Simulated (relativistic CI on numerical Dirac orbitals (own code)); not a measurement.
Re XXXIV: sensitivity of the levels to the model

Base calculation: Dirac-Coulomb-Breit CI, separate exchange-only KLI orbitals for each configuration, model QED, unscaled Slater integrals.

Configuration list (outside the closed core [Ar] 3d10): 4s2 4p6 4d6, 4s2 4p5 4d7, 4s2 4p6 4d5 4f, 4s2 4p4 4d8, 4s 4p6 4d7, 4p6 4d8, 4s 4p6 4d6 4f, 4s2 4p6 4d5 5s, 4s 4p5 4d8, 4s2 4p6 4d5 5d, 4s2 4p4 4d7 5s, 4s2 4p6 4d4 5s2, 4s2 4p6 4d5 6s, 4s 4p6 4d6 5s, 4p6 4d7 5s, 4s 4p6 4d5 5s2. Levels of other configurations are missing.

The lowest level and the first level of each name with at least 55 % of one term (blank where a level has no safe partner in the second run):

| Level | Base (cm⁻¹) | Shift (cm⁻¹) |
| --- | --- | --- |
| 4s2 4p6 4d6 3F_4 | 0 | 0 |
| 4s2 4p6 4d6 5D_3 | 124711 | -2 |
| 4s2 4p6 4d6 3G_5 | 164649 | -3 |
| 4s2 4p6 4d6 3H_6 | 167829 | -5 |
| 4s2 4p6 4d6 3P_1 | 224569 | +3 |
| 4s2 4p6 4d6 5D_2 | 271694 | -1 |
| 4s2 4p6 4d6 5D_0 | 281710 | 0 |
| 4s2 4p6 4d6 3H_5 | 312898 | -4 |
| 4s2 4p6 4d6 1I_6 | 328783 | -5 |
| 4s2 4p6 4d6 1D_2 | 456718 | +5 |
| 4s2 4p6 4d6 1S_0 | 503116 | +7 |
| 4s2 4p5 4d7 5G°_6 | 1434636 | +1442 |
| 4s2 4p5 4d7 3P°_0 | 1463920 | +1436 |
| 4s2 4p5 4d7 5G°_5 | 1580278 | +1422 |

At this charge energies of transitions that change n are usually good to better than 1 %, and those within a shell (Δn = 0) to a few per cent. Terms inside the open d or f shell come out 10 to 20 % too wide with unscaled integrals.

(1) One thing was changed in a second run, which moved the levels as shown. Which?
A. Breit term removed
B. configuration mixing switched off
C. QED terms removed
D. P86 correlation estimate

Answers

(1) D. P86 correlation estimate. A correlation estimate moves all levels of a configuration together before mixing; mixed levels move by a weighted share.

LS names give the leading component of a level, which can be under half, so a name can repeat, a term be missing and a line seem to break the LS rules.
